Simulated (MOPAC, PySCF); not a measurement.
[Zn(Cl)(CH3)], neutral singlet in the gas phase. 

Cartesian coordinates (Å):
```xyz
6

Zn     0.0177     0.0071    -0.0050
Cl     1.7747     0.4722     1.0988
C     -1.5794    -0.4143    -1.0109
H     -1.6633     0.2385    -1.8981
H     -2.4811    -0.2713    -0.3892
H     -1.5580    -1.4640    -1.3541
```
Charge 0, multiplicity 1.

All levels are single points at this geometry (TPSS-D3(BJ)/def2-SVP); Pople sets use spherical d functions. Orbital energies aren't observables, and empty levels follow the basis.

B3LYP/6-31G* (LANL2DZ on Zn) in PySCF gives dipole (D) = 3.06.

### Question
Estimate the dipole (D) from each of these levels: TPSSh-D3(BJ)/def2-TZVP in PySCF; B3LYP/3-21G in PySCF; B3LYP/6-311+G** (LANL2DZ on Zn) in PySCF; B3LYP/LANL2DZ in PySCF; M06-2X/6-31G* (LANL2DZ on Zn) in PySCF; SVWN5/6-31G* (LANL2DZ on Zn) in PySCF; HF/6-31G* (LANL2DZ on Zn) in PySCF; HF/STO-3G in PySCF; AM1 in MOPAC; PM3 in MOPAC; PM6 in MOPAC; PM7 in MOPAC.

### Answer

```
level                                     dipole (D)
----------------------------------------  ----------
TPSSh-D3(BJ)/def2-TZVP in PySCF                 2.53
B3LYP/3-21G in PySCF                            3.06
B3LYP/6-311+G** (LANL2DZ on Zn) in PySCF        2.92
B3LYP/LANL2DZ in PySCF                          3.22
M06-2X/6-31G* (LANL2DZ on Zn) in PySCF          3.05
SVWN5/6-31G* (LANL2DZ on Zn) in PySCF           3.14
HF/6-31G* (LANL2DZ on Zn) in PySCF              2.99
HF/STO-3G in PySCF                              2.89
AM1 in MOPAC                                    2.63
PM3 in MOPAC                                    2.84
PM6 in MOPAC                                    2.81
PM7 in MOPAC                                    3.81
```
